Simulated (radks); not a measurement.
The caesium anion Cs-, [Xe] 6s2, held by a Watson sphere: a shell of charge +1 at radius R that stands for the Madelung well of a crystal (potential energy -1/R inside, -1/r outside, in hartree with lengths in bohr). Calculated with a radial shooting solver on a logarithmic mesh with Libxc functionals: scalar-relativistic Kohn-Sham, LDA (Slater exchange, Perdew-Wang correlation), spin-polarised, spherical densities, point nucleus. Response by self-consistent Sternheimer equations with the Hartree and adiabatic LDA kernel, the relativistic mass of each level held fixed and spin-orbit coupling left out. The sphere does not respond.

\begin{tabular}{lrrrrrrr}
R (bohr) & e(5s) (eV) & e(5p) (eV) & e(6s) (eV) & <r> 6s (bohr) & sum of <r^2> (bohr^2) & X-ray form factor at sin(theta)/lambda = 0.3 1/angstrom & alpha (bohr^3) \\ \hline
2.83 & -29.314 & -16.062 & -3.271 & 4.856 & 104.5 & 37.946 & 257.1 \\
3.49 & -28.171 & -14.963 & -3.225 & 4.950 & 107.2 & 37.950 & 271.9 \\
4.61 & -27.059 & -13.833 & -3.018 & 5.251 & 114.1 & 37.945 & 337.3 \\
4.81 & -26.932 & -13.701 & -2.971 & 5.313 & 115.6 & 37.944 & 353.3 \\
4.96 & -26.846 & -13.611 & -2.935 & 5.360 & 116.7 & 37.943 & 365.9 \\
5.12 & -26.762 & -13.524 & -2.895 & 5.410 & 117.9 & 37.942 & 380.0 \\
5.42 & -26.624 & -13.380 & -2.820 & 5.505 & 120.2 & 37.940 & 408.0 \\
5.9 & -26.444 & -13.192 & -2.699 & 5.653 & 124.0 & 37.938 & 456.5 \\
6.11 & -26.377 & -13.123 & -2.646 & 5.716 & 125.6 & 37.937 & 479.0 \\
\end{tabular}
